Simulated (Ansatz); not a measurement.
Cartesian coordinates (Å):
```xyz
4

Cd    -0.1646     0.0170    -0.0151
F      0.4711    -1.5176    -0.9832
O     -0.8568     1.6297     0.8482
H     -0.6884     1.5915     1.8009
```
Charge 0, spin multiplicity 1.

Calculation: frozen-core CCSD(T)/def2-TZVPP // r2SCAN-D4/def2-SVP run with Ansatz (a quantum-chemistry and plane-wave program).

The HF energy is -341.83845 Ha and the MP2 correlation energy comes out as -1.21379 Ha.

### Question
Estimate the CCSD correlation energy, the (T) correction, the total energy and the T1 diagnostic.

### Answer

- CCSD correlation energy: -1.18082 Ha
- (T) correction: -0.03591 Ha
- CCSD(T) total energy: -343.05519 Ha
- T1 diagnostic: 0.017
